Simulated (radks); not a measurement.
Values are calculated unless marked as measured or tabulated.
Task: Radial electron density D(r) = 4 pi r^2 rho(r) of an atom or ion with 56 electrons. Level of theory: Dirac Kohn-Sham, PBE, spin-unpolarised, spherical densities, finite nucleus; Fermi nuclear charge, rms radius of each element as measured or else 0.836 A^(1/3) + 0.57 fm (a radial shooting solver on a logarithmic mesh with Libxc functionals).

| r (bohr) | D(r) (e/bohr) |
|---|---|
| 0.002663 | 12.10 |
| 0.003609 | 18.95 |
| 0.004931 | 28.89 |
| 0.006736 | 41.74 |
| 0.00913 | 55.74 |
| 0.01247 | 68.33 |
| 0.01704 | 74.45 |
| 0.02328 | 71.72 |
| 0.03155 | 65.76 |
| 0.0431 | 68.69 |
| 0.05888 | 85.09 |
| 0.08044 | 95.48 |
| 0.109 | 82.16 |
| 0.1489 | 69.25 |
| 0.2035 | 79.97 |
| 0.278 | 70.87 |
| 0.3767 | 36.54 |
| 0.5147 | 29.63 |
| 0.7031 | 31.41 |
| 0.9529 | 17.01 |
| 1.302 | 8.401 |
| 1.779 | 5.926 |
| 2.43 | 2.639 |
| 3.293 | 0.9407 |
| 4.499 | 0.5715 |
| 6.146 | 0.2707 |
| 8.396 | 0.05516 |
| 11.38 | 0.004381 |

What is the nuclear charge?

Result: Z = 56. The innermost maximum, from 1s, lies near gamma/Z bohr with gamma = sqrt(1 - (Z/c)^2) = 0.913, here 0.0163 bohr (found: 0.0180), and its height grows with Z. The density is that of neutral barium in [Xe] 6s2; the configuration itself is not fixed sharply by these data, and Z only to a few units. D(r) has 4 maxima, at r = 0.0180, 0.0792, 0.224, 0.629 bohr, and minima at 0.0350, 0.148, 0.460 bohr, inside which lie 2.03, 11.19, 28.93 electrons.
